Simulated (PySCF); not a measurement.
# Adding and removing an electron: HgH

PBE0; PySCF, scalar-relativistic core potentials, basis sets Hg def2-TZVP with ECP60, H def2-TZVP. Neutral (UKS): doublet (σ ↑), Re = 1.765 Å, ωe = 1336 cm⁻¹, De = 0.45 eV, HOMO -5.77 eV, LUMO -2.57 eV.

HgH⁺ (UKS): singlet (closed shell), Re = 1.604 Å, ωe = 2032 cm⁻¹, De = 2.58 eV to Hg⁺ + H. The energies at the minima are -154.03252 hartree for HgH and -153.73769 for HgH⁺.

Question: Work out the adiabatic ionisation energy, without and with harmonic zero-point energies (1 hartree = 27.2114 eV, 1 eV = 8065.5 cm⁻¹), and the change of the bond length.

Answer: At PBE0: 0.29483 hartree = 8.023 eV between the minima; the zero-point term (2032.0 − 1336.0)/2 cm⁻¹ = +0.043 eV makes it 8.066 eV. Re changes by -16.1 pm against the neutral. The electron leaves a σ orbital, and the shorter bond of the ion fits an antibonding orbital, or a change in how ionic the bond is.

Weak bonds: HgH. Basis-set superposition, not corrected here, can be much of De in a small basis, most of all at correlated wavefunction levels. Spin–orbit coupling is left out. For an ion De counts to the pair picked by the measured ionisation energies or electron affinities, which need not be the lowest pair at this level. States were picked by a PBE0 search and need not be the measured ground states.
